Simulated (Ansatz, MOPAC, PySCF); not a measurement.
Molecule: C2ClF2 (charge 0, doublet). SMILES: C(F)(=[C]Cl)F
Geometry from a B3LYP-D3(BJ)/def2-TZVP (Ansatz, a program for electronic structure) optimisation:
```xyz
5

C      0.4643    -0.4824     0.0166
C     -0.8287    -0.2963     0.0617
F     -1.7111    -1.2730     0.1796
F     -1.4431     0.8795    -0.0027
Cl     1.7985     0.4831    -0.1213
```
Charge 0, spin multiplicity 2.

Unscaled harmonic wavenumbers (cm⁻¹) in rising order, each level at the stationary point that it reaches from this structure (no distance between atoms moves by over 0.3 Å); the order of modes can differ between levels, and a negative number is imaginary. B3LYP-D3(BJ)/def2-TZVP (PySCF, at the structure above): 158, 209, 433, 558, 574, 769, 1049, 1241, 1811.

AM1 (MOPAC): 150, 203, 403, 427, 573, 743, 1327, 1533, 1803. Zero-point energy 10.2 against 9.7 kcal/mol; where all levels lie over 400 cm⁻¹, the wavenumbers are on average 1.022 times those of B3LYP-D3(BJ)/def2-TZVP.

HF/3-21G (Ansatz): 166, 230, 424, 560, 584, 773, 1062, 1442, 1783. Zero-point energy 10.0 against 9.7 kcal/mol; where all levels lie over 400 cm⁻¹, the wavenumbers are on average 1.023 times those of B3LYP-D3(BJ)/def2-TZVP.

HF/6-31G* (Ansatz): 181, 239, 456, 549, 616, 836, 1129, 1461, 1816. Zero-point energy 10.4 against 9.7 kcal/mol; where all levels lie over 400 cm⁻¹, the wavenumbers are on average 1.064 times those of B3LYP-D3(BJ)/def2-TZVP.

B3LYP/6-31G* (Ansatz): 160, 205, 430, 547, 571, 777, 1056, 1298, 1826. Zero-point energy 9.8 against 9.7 kcal/mol; where all levels lie over 400 cm⁻¹, the wavenumbers are on average 1.005 times those of B3LYP-D3(BJ)/def2-TZVP.
